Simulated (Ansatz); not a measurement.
# Abstraction of F: GaH(CH3)F + GeHF2 → GaH(CH3) + GeHF3

Species: GaH(CH3)F, singlet; GeHF2 `[F][GeH][F]`, doublet; GaH(CH3), doublet; GeHF3 `[F][GeH]([F])[F]`, singlet. A radical takes F: the energy is the difference in strength between the Ga–F bond broken and the Ge–F bond made.

Shapes, held fixed at every level: PBE0-D4/def2-TZVP. Programs: Ansatz 0.2.0. Electronic energies: no zero-point or thermal term.

| level | kind | ΔE (kJ/mol) |
| --- | --- | --- |
| MP2/def2-SVP | perturbation theory | +15.0 |
| MP2/def2-TZVPP | perturbation theory | +14.5 |
| HF/def2-TZVPP | Hartree–Fock | +5.3 |
| r2SCAN-D4/def2-TZVPP | meta-GGA | +24.5 |
| B3LYP-D4/def2-TZVPP | global hybrid | +28.3 |
| wB97M-V/def2-TZVPP | range-separated hybrid | +23.4 |
| B2PLYP/def2-TZVPP | double hybrid | +23.4 |

B2PLYP/def2-TZVPP gives ΔE = +23.4 kJ/mol; the levels span +5.3 to +28.3. The median of the levels is +23.4. No measured value is set beside it here. Open shells run unrestricted. Relativity is left out for Ga, Ge. Outer-core shells of Ga, Ge are correlated, in sets that cover them unevenly.
